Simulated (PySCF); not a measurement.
A structure optimised at B3LYP-D3(BJ)/def2-TZVPD, used in a PySCF frequency run:

```xyz
2

Cd     0.0000     0.0000    -0.5677
S      0.0000     0.0000     1.7031
```
Charge 0, spin multiplicity 1.

Q: Write its SMILES, formula and point group.

A: [S]=[Cd], CdS, C∞v

Q: What are its rotational constants (standard atomic weights)?

A: 3.9289 GHz (linear rotor, B only)
